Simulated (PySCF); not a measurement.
Species: C2H4GeN2Si.
Numbering: `[N:1]#[C:2][SiH2:3][GeH2:4][C:5]#[N:6]` (hydrogens: H7, H8 on Si3; H9, H10 on Ge4)

Computed by this run: PBE0-D3(BJ)/def2-SVP geometry optimisation, gas phase in PySCF; density fitting, grid level 1; the optimiser is geomeTRIC in internal coordinates, started from a GFN2-xTB structure with every atom displaced at random (about 0.01 Å).

Step 0: E = -69483.9782 eV
```
atom  x, y, z in Å  |  force x, y, z in eV/Å
N1     -3.3812   -0.5636    0.6717   -2.750  -1.676   0.748
C2     -2.4434    0.0212    0.4110    2.814   1.632  -0.793
Si3    -0.8598    0.8952   -0.0111    0.056  -0.452   0.522
Ge4     0.7722   -0.7984   -0.4069   -0.492  -0.379   0.233
C5      2.4899   -0.0441   -0.4979   -0.368   0.113   0.077
N6      3.5199    0.4651   -0.5311    1.197   0.537  -0.062
H7     -1.0957    1.7015   -1.1953   -0.081   0.393  -0.569
H8     -0.4846    1.7133    1.1633    0.061   0.101   0.092
H9      0.8931   -1.8651    0.6636   -0.155  -0.093   0.429
H10     0.6399   -1.5460   -1.6998   -0.284  -0.175  -0.677
```

Question: Estimate the geometry and energy of step 1. (The exact step hangs on the optimiser's Hessian estimate; all steps are aligned on step 0, rigid shifts and turns removed.)

Answer: E = -69484.1112 eV, largest force 0.391 eV/Å
```
atom  x, y, z in Å  |  force x, y, z in eV/Å
N1     -3.3201   -0.6340    0.6443    0.205   0.195  -0.103
C2     -2.3866    0.0073    0.3821   -0.292  -0.213   0.150
Si3    -0.8055    0.8916   -0.0037   -0.015   0.089  -0.120
Ge4     0.7507   -0.8694   -0.4072    0.095  -0.102  -0.044
C5      2.4751    0.0083   -0.4935   -0.207  -0.224  -0.005
N6      3.4893    0.5684   -0.5280    0.065   0.060  -0.008
H7     -1.0282    1.7447   -1.2068    0.029  -0.065   0.039
H8     -0.4236    1.7196    1.1708    0.009  -0.036   0.030
H9      0.7913   -1.8723    0.7672    0.034   0.153  -0.172
H10     0.5079   -1.5851   -1.7577    0.077   0.142   0.234
```

The energy changes by -0.1329 eV. The first-order estimate −F·Δx gives -0.3333 eV and the mean of the old and new forces, exact on a quadratic surface, -0.1317 eV. The step makes an angle of 78° with the force vector and moves no atom by more than 0.149 Å.

The cost below is that of the whole optimisation. Hardware: one thread of an Arm Neoverse N1 (shared host). Cost: 72 s, 0.52 GiB resident at most.
